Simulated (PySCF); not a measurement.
Give a PBE0-D3(BJ)/def2-SVP geometry of `N#[C][GeH2][SiH3]`.

```
atom  x, y, z in Å
N1     2.8252   -1.3118   -0.3887
C2     2.0128   -0.4984   -0.2347
Ge3    0.6111    0.8025    0.0230
Si4   -1.4479   -0.3974    0.0864
H5     0.9398    1.5203    1.3394
H6     0.7156    1.7786   -1.1570
H7    -1.6281   -1.1178   -1.2069
H8    -2.5627    0.5752    0.2871
H9    -1.4079   -1.3682    1.2177
```

Any rigid rotation of these coordinates is as good. Atoms count from 1 in this order. Si4 (SiH3 silicon) is tetrahedral (angles from 108.7° to 110.3°). Ge3 (germanium bonded to C, Si and 2 H) is distorted tetrahedral (angles from 105.9° to 113.5°). The 4 heavy atoms lie in one plane (0.000 Å rms).

Bonds between heavy atoms (Å): N1≡C2 1.160, C2–Ge3 1.930, Ge3–Si4 2.384.

Method used: PBE0-D3(BJ)/def2-SVP geometry optimisation, gas phase in PySCF 2.14.0.

Point group: Cs (tolerance 0.08 Å). No frequency check.

Hardware: an Arm Neoverse N1 with one thread, no GPU, shared host with 64 logical CPUs at a one-minute load of 60. Cost: 48 s wall, 0.42 GiB resident at most. That covers the optimisation of the geometry.
